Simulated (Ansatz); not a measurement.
Born–Oppenheimer molecular dynamics of H12N4SiZr (18 atoms, charge 0, multiplicity 1). It starts at the highest image of a converged band, a first-order saddle point between two minima.

Theory: RKS PBE/def2-SVP in Ansatz 0.2.0.

```
ensemble                      : NVE (velocity Verlet)
time step                     : 0.5 fs
steps asked                   : 200
starting velocities drawn for : 300 K
seed                          : 5487
```

First frame:

```xyz
18
Properties=species:S:1:pos:R:3
Zr -0.062 0.006 -0.014
N 0.111 0.150 2.183
H 0.417 -0.623 2.789
H 0.259 1.030 2.693
N 1.833 0.037 -0.804
H 2.285 -0.676 -1.389
H 2.494 0.820 -0.714
N -0.937 1.727 -0.686
H -1.940 1.944 -0.683
H -0.446 2.474 -1.194
N -0.782 -1.840 -0.510
H -1.746 -2.121 -0.727
H -0.184 -2.677 -0.550
Si -3.002 -0.038 1.344
H -3.459 -0.184 -0.108
H -3.675 -1.222 2.018
H -3.792 1.174 1.810
H -1.200 0.065 1.983
```

Problem. How far do the bonds stretch over the last three quarters of this one trajectory? (Pairs bonded in most of those frames.)

Solution. 
```tsv
bond	mean (Å)	spread (Å)	shortest	longest
Zr1–N2	2.092	0.029	2.05	2.16
Zr1–N5	2.051	0.011	2.03	2.07
Zr1–N8	2.089	0.041	2.01	2.14
Zr1–N11	2.065	0.038	2.00	2.13
N2–H3	1.034	0.031	0.99	1.08
N2–H4	1.032	0.020	1.00	1.06
N5–H6	1.029	0.012	1.01	1.05
N5–H7	1.028	0.013	1.01	1.05
N8–H9	1.029	0.006	1.02	1.05
N8–H10	1.032	0.013	1.01	1.05
N11–H12	1.027	0.013	1.01	1.05
N11–H13	1.030	0.015	1.00	1.05
Si14–H15	1.512	0.046	1.44	1.58
Si14–H16	1.503	0.011	1.49	1.52
Si14–H17	1.505	0.014	1.48	1.53
Si14–H18	1.510	0.062	1.41	1.60
```

Pairs bonded in part of these frames only: Zr1–H13 12 %, Zr1–Si14 56 %, Zr1–H18 29 %.

Mean temperature of the second half: 488 K. The conserved energy stayed within 0.18 meV per atom of its start (net change 0.045 meV per atom), so the integration is sound. The kinetic energy rose, since the run started high on the potential surface and went downhill. It ends in pieces (H4Si + H8N4Zr), so much of that is their flight and rotation, not heat. A run of 0.1 ps of so small a system gives no equilibrium averages. The orbitals stay closed-shell, which can raise the energy where a bond breaks towards radicals; this wasn't checked here.

Run time: 8 min on 4 threads of Arm Neoverse V2, on a shared host, peak memory 0.25 GiB.
